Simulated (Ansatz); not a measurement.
The same path of CH$_{9}$NSi$_{3}$ (14 atoms, charge 0, multiplicity 1) was run twice with different band settings. The coordinate that changes most is the height of N1 over the plane of its neighbours.

These are results of Ansatz, RKS PBE-D4/6-31G*, not measurements.

Relaxed end points:

```xyz
14
Properties=species:S:1:pos:R:3
N -2.001 1.853 0.368
Si -0.945 0.497 0.658
Si 1.288 0.754 0.900
C 0.396 -0.092 -0.590
Si 0.629 -1.934 -0.805
H -2.748 1.748 -0.322
H -1.578 2.779 0.296
H -1.703 -0.630 1.283
H 2.169 -0.112 1.747
H 1.933 2.070 0.580
H 0.472 0.463 -1.539
H 0.508 -2.614 0.530
H 1.981 -2.280 -1.366
H -0.414 -2.530 -1.712
```

```xyz
14
Properties=species:S:1:pos:R:3
N -1.800 1.940 0.090
Si -0.917 0.537 0.636
Si 1.322 0.758 0.870
C 0.400 -0.099 -0.595
Si 0.619 -1.945 -0.786
H -2.594 1.792 -0.536
H -2.033 2.645 0.790
H -1.674 -0.565 1.325
H 2.165 -0.139 1.722
H 2.003 2.049 0.539
H 0.454 0.451 -1.548
H 0.525 -2.608 0.559
H 1.959 -2.297 -1.371
H -0.443 -2.549 -1.666
```

Common settings: movable images 5; climbing image yes; spring 5.0 eV/Å²; optimiser quadratic models (default); force threshold 0.05 eV/Å; iteration limit 60; end points relaxed.

| run | start path |
| --- | --- |
| 1 | through a guess of the saddle point |
| 2 | straight line |

Problem. What does each run give, and how far can it be trusted?

Solution. Run 1: converged after 9 iterations, highest image 0.020 eV above the first end. A vibrational analysis at the climbing image gives one clearly imaginary mode, 286i cm⁻¹: a first-order saddle point.
Run 2: converged after 7 iterations, highest image 0.019 eV above the first end. Another band between the same ends (5 images) ends at a top of the same energy, where a vibrational analysis finds 1 clearly imaginary mode.
